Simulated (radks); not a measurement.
Isoelectronic series with 31 electrons, all held in the configuration [Ar] 3d10 4s2 4p1, which need not be the ground one along the series. Method: scalar-relativistic Kohn-Sham, PBE, spin-polarised, spherical densities, finite nucleus; open shells are filled with parallel spins first (spin-orbit coupling, left out, can overturn this in heavy ions); Fermi nuclear charge, rms radius of each element as measured or else 0.836 A^(1/3) + 0.57 fm; computed with a radial shooting solver on a logarithmic mesh with Libxc functionals. Total energies (hartree) and orbital eigenvalues (hartree) (* marks an orbital that is empty in some or all of the ions):

| ion | E (hartree) | 4p down* | 4p up | 4s down | 4s up |
|---|---|---|---|---|---|
| Ga | -1943.93399 | -0.07749 | -0.10546 | -0.31322 | -0.33876 |
| Ge+ | -2098.55591 | -0.39228 | -0.42892 | -0.71000 | -0.74504 |
| As2+ | -2259.80770 | -0.80885 | -0.85243 | -1.20584 | -1.24812 |
| Se3+ | -2427.67751 | -1.31097 | -1.36062 | -1.78605 | -1.83461 |
| Br4+ | -2602.16800 | -1.89154 | -1.94675 | -2.44444 | -2.49873 |
| Kr5+ | -2783.28889 | -2.54659 | -2.60701 | -3.17756 | -3.23722 |
| Rb6+ | -2971.05522 | -3.27362 | -3.33902 | -3.98329 | -4.04806 |
| Sr7+ | -3165.48526 | -4.07096 | -4.14116 | -4.86025 | -4.92995 |
| Zr9+ | -3574.42404 | -5.87215 | -5.95158 | -6.82443 | -6.90360 |
| Nb10+ | -3788.98132 | -6.87454 | -6.95844 | -7.91061 | -7.99437 |
| Mo11+ | -4010.29934 | -7.94412 | -8.03243 | -9.06577 | -9.15405 |
| Tc12+ | -4238.41002 | -9.08054 | -9.17322 | -10.28978 | -10.38251 |
| Ru13+ | -4473.34014 | -10.28357 | -10.38056 | -11.58255 | -11.67969 |
| Rh14+ | -4715.12551 | -11.55302 | -11.65429 | -12.94411 | -13.04561 |
| Pd15+ | -4963.79730 | -12.88877 | -12.99428 | -14.37452 | -14.48035 |
| Ag16+ | -5219.39248 | -14.29074 | -14.40047 | -15.87391 | -15.98403 |
| In18+ | -5751.49595 | -17.29323 | -17.41133 | -19.08027 | -19.19891 |
| Sn19+ | -6028.08260 | -18.89376 | -19.01603 | -20.78768 | -20.91055 |
| Sb20+ | -6311.74730 | -20.56053 | -20.68695 | -22.56492 | -22.69200 |

Estimate the row of Cd17+.

Answer. E (hartree) -5481.94428; 4p down* -15.75889; 4p up -15.87282; 4s down -17.44242; 4s up -17.55681.
